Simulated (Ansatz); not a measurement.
`[OH][Al][Br]` radical. Total charge 0; spin multiplicity 2. Geometry: relaxed with PBE0-D4/def2-TZVP. It is one conformer, not always the lowest.

```xyz
4

O     0.771   -0.085    0.661
Al   -0.128    0.218   -0.743
Br   -2.360   -0.183   -0.641
H     1.717    0.050    0.723
```

(1) What is the dipole moment at r2SCAN/def2-TZVPP? (Estimate.)

(2) And with PBE, B3LYP, ωB97M-V? (Estimate.)

(3) Give the Mulliken charges with r2SCAN, ωB97M-V, B3LYP in def2-TZVPP. (An estimate is asked.)

Answers

(1) The calculation gave: 2.63 D, with components (2.47, 0.62, -0.67) D in this frame, pointing from negative to positive charge.

(2) Computed: PBE 2.49 D, B3LYP 2.69 D, ωB97M-V 2.84 D.

(3) Ansatz gave: 
```json
{"atom": "O1", "r2SCAN": "-0.39", "ωB97M-V": "-0.34", "B3LYP": "-0.35"}
{"atom": "Al2", "r2SCAN": "0.43", "ωB97M-V": "0.38", "B3LYP": "0.41"}
{"atom": "Br3", "r2SCAN": "-0.24", "ωB97M-V": "-0.21", "B3LYP": "-0.23"}
{"atom": "H4", "r2SCAN": "0.20", "ωB97M-V": "0.17", "B3LYP": "0.18"}
```

B3LYP here is the variant with VWN-RPA as its local correlation; programs differ in this.
